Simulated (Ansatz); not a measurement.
Born–Oppenheimer molecular dynamics of BClH$_{6}$NOP (11 atoms, charge 0, multiplicity 1). It starts at the highest image of a converged band. Of that band: The profile has 2 maxima (images 5, 9) with wells between them (image 7): this band takes more than one step, which may be the mechanism or a detour left from its start path. Neighbouring images differ by up to 2.4 eV, so the band resolves the path poorly. A vibrational analysis at the climbing image gives one clearly imaginary mode, 1216i cm⁻¹: a first-order saddle point.

The calculation used Ansatz 0.2.0, RKS B3LYP/cc-pVDZ.

```
ensemble                      : NVE (velocity Verlet)
time step                     : 0.5 fs
steps asked                   : 200
starting velocities drawn for : 100 K
seed                          : 6142
```

First frame:

```xyz
11
Properties=species:S:1:pos:R:3
B 0.073 0.243 -0.007
O 0.347 -0.249 1.442
H -0.480 -0.589 1.830
N 1.026 -0.245 -0.938
H 2.002 -0.301 -0.667
H 0.916 -0.019 -1.921
Cl -1.696 0.171 -0.456
P 0.397 2.492 0.543
H -0.448 2.882 1.637
H 1.631 2.611 1.270
H 0.379 0.923 1.540
```

Task: How far do the bonds stretch over the last three quarters of this one trajectory? (Pairs bonded in most of those frames.)

Result: 
| bond | mean (Å) | spread (Å) | shortest | longest |
| --- | --- | --- | --- | --- |
| B1–N4 | 1.431 | 0.055 | 1.34 | 1.54 |
| B1–Cl7 | 1.853 | 0.061 | 1.73 | 1.96 |
| B1–P8 | 1.962 | 0.061 | 1.88 | 2.20 |
| O2–H3 | 0.974 | 0.016 | 0.94 | 1.01 |
| O2–H11 | 0.980 | 0.038 | 0.92 | 1.05 |
| N4–H5 | 1.020 | 0.012 | 1.00 | 1.04 |
| N4–H6 | 1.025 | 0.009 | 1.01 | 1.05 |
| P8–H9 | 1.436 | 0.010 | 1.42 | 1.46 |
| P8–H10 | 1.436 | 0.003 | 1.43 | 1.44 |

Pairs bonded in part of these frames only: B1–O2 18 %.

Mean temperature of the second half: 790 K. The conserved energy stayed within 0.17 meV per atom of its start (net change -0.062 meV per atom), so the integration is sound. The kinetic energy rose, since the run started high on the potential surface and went downhill. It ends in pieces (BClH4NP + H2O), so much of that is their flight and rotation, not heat. A run of 0.1 ps of so small a system gives no equilibrium averages. The orbitals stay closed-shell, which can raise the energy where a bond breaks towards radicals; this wasn't checked here.

Run time: 5.3 min on 4 threads of Arm Neoverse V2, with other jobs on the host, peak memory 0.26 GiB.
